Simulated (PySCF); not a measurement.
# Complete the spectrum of C2H8ClOPSi3

Species: C2H8ClOPSi3.
Atom-mapped SMILES: `[SiH3:1][C:2]#[C:3][Si@@:4]([PH2:5])([Cl:6])[O:7][SiH3:8]` (hydrogens: H9, H10, H11 on Si1; H12, H13 on P5; H14, H15, H16 on Si8)

Method: PySCF 2.14.0, density-fitted response routines, TDDFT PBE0/def2-SVPD, vertical, gas phase, core orbitals frozen in the response. The structure is a single GFN2-xTB conformer in the gas phase; no vibrational or solvent corrections. Torsions of this conformer, `[SiH3:1][C:2]#[C:3][Si@@:4]([PH2:5])([Cl:6])[O:7][SiH3:8]`: C3–Si4–O7–Si8 -67°, H–P5–Si4–C3 -40°, H–P5–Si4–C3 53°.

Orbital energies (eV): HOMO-3 -8.99, HOMO-2 -8.61, HOMO-1 -8.37, HOMO -7.69, LUMO -0.98, LUMO+1 -0.80, LUMO+2 0.00.

Lowest singlets, with some entries withheld (?).

```json
{"state": "S1", "E (eV)": "5.44", "f": "?", "main configurations (H = HOMO, L = LUMO)": "H→L (36%), H→L+1 (28%), H-1→L (13%)"}
{"state": "S2", "E (eV)": "5.68", "f": "?", "main configurations (H = HOMO, L = LUMO)": "H-1→L (60%), H→L+1 (29%)"}
{"state": "S3", "E (eV)": "5.72", "f": "?", "main configurations (H = HOMO, L = LUMO)": "H-1→L+1 (45%), H→L (27%), H→L+1 (10%)"}
{"state": "S4", "E (eV)": "6.17", "f": "?", "main configurations (H = HOMO, L = LUMO)": "H-2→L (45%), H→L (21%), H-2→L+1 (17%)"}
{"state": "S5", "E (eV)": "6.29", "f": "?", "main configurations (H = HOMO, L = LUMO)": "H-2→L+1 (41%), H→L+1 (28%), H→L (11%)"}
{"state": "S6", "E (eV)": "6.77", "f": "?", "main configurations (H = HOMO, L = LUMO)": "H→L+2 (86%)"}
{"state": "S7", "E (eV)": "6.83", "f": "?", "main configurations (H = HOMO, L = LUMO)": "H→L+4 (68%), H→L+3 (9%)"}
{"state": "S8", "E (eV)": "6.89", "f": "?", "main configurations (H = HOMO, L = LUMO)": "H-3→L (81%)"}
```

What stands in place of each question mark?

- S1: f = 0.0068
- S2: f = 0.0047
- S3: f = 0.048
- S4: f = 0.065
- S5: f = 0.162
- S6: f = 0.058
- S7: f = 0.012
- S8: f = 0.020

How far apart are S4 and S8, in eV and cm⁻¹?

6.891 − 6.175 = 0.716 eV, or about 5780 cm⁻¹.

What is the mean static polarisability from the same response equations?

145.9 au (21.61 Å³), with principal values 123.9, 135.3 and 178.4 au.

Where do the lowest triplets lie (Tamm–Dancoff)?

T1 4.52 eV, H→L (23%), H-1→L+1 (19%), H-2→L (19%); T2 4.89 eV, H-1→L+1 (40%), H→L (33%), H-1→L (10%); T3 4.95 eV, H-1→L (36%), H→L+1 (25%), H-2→L+1 (18%). E(S1) − E(T1) = +0.92 eV.
